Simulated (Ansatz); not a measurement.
Total energies of CH10AlBSi2 (`[SiH3]C[BH][AlH][SiH3]`).

Cartesian coordinates in Å:
```
Si 0.7655 0.7474 -1.5865
C -0.9021 -0.1178 -1.9368
B -0.7174 -1.1864 -0.8530
Al -1.0250 -0.9182 1.2339
Si 0.5775 0.2921 2.6655
H 1.3305 1.2762 -2.8542
H 0.5552 1.8501 -0.6145
H 1.7507 -0.2045 -1.0017
H -1.6447 0.6663 -1.7730
H -0.9026 -0.4466 -2.9780
H -0.2297 -2.2305 -1.2066
H -2.3276 -1.5036 1.9486
H 0.1005 1.6949 2.8651
H 0.7284 -0.3071 4.0235
H 1.9408 0.3876 2.0676
```

Total charge 0; spin multiplicity 1. The geometry is a stationary point of PBE0-D4/def2-TZVP. It is one conformer, not always the lowest. Basis def2-TZVPP, Ansatz 0.2.0.

RPA on PBE orbitals: Hartree–Fock energy of these orbitals -888.09273 Eh, correlation -1.19298 Eh (frozen core).

```csv
functional,energy without D4 (Eh),D4 term (kJ/mol)
LDA (SPW92),-886.27034,–
ωB97M-V,-890.26078,–
```

**Question.** Give the same for PBE, revPBE, BLYP, r2SCAN, B97M-V, PBE0, B3LYP, r2SCANh, r2SCAN0, HSE06 (plane-wave form), BHLYP, CAM-B3LYP, LC-ωPBE, ωB97X-V, B2PLYP, PBE-QIDH. (Best estimate.)

**Answer.** Ansatz gave: 
```csv
functional,energy without D4 (Eh),D4 term (kJ/mol)
PBE,-889.82633,-35.0
revPBE,-890.18753,-92.9
BLYP,-890.32195,-74.1
r2SCAN,-890.25450,-9.0
B97M-V,-890.19518,–
PBE0,-889.93105,-30.3
B3LYP,-890.46450,-56.4
r2SCANh,-890.24848,-9.7
r2SCAN0,-890.24070,-10.8
HSE06 (plane-wave form),-889.90619,-28.6
BHLYP,-890.34450,-47.1
CAM-B3LYP,-890.35001,-31.5
LC-ωPBE,-890.07276,–
ωB97X-V,-890.23886,–
B2PLYP,-889.94621,–
PBE-QIDH,-889.66079,–
```

B3LYP takes the VWN-RPA correlation (the form of Gaussian; ORCA's B3LYP/G). HSE06 is the plane-wave form, built on full-range PBE exchange. The double hybrids freeze the cores in their second-order part.

LC-ωPBE has ω = 0.4 bohr⁻¹.
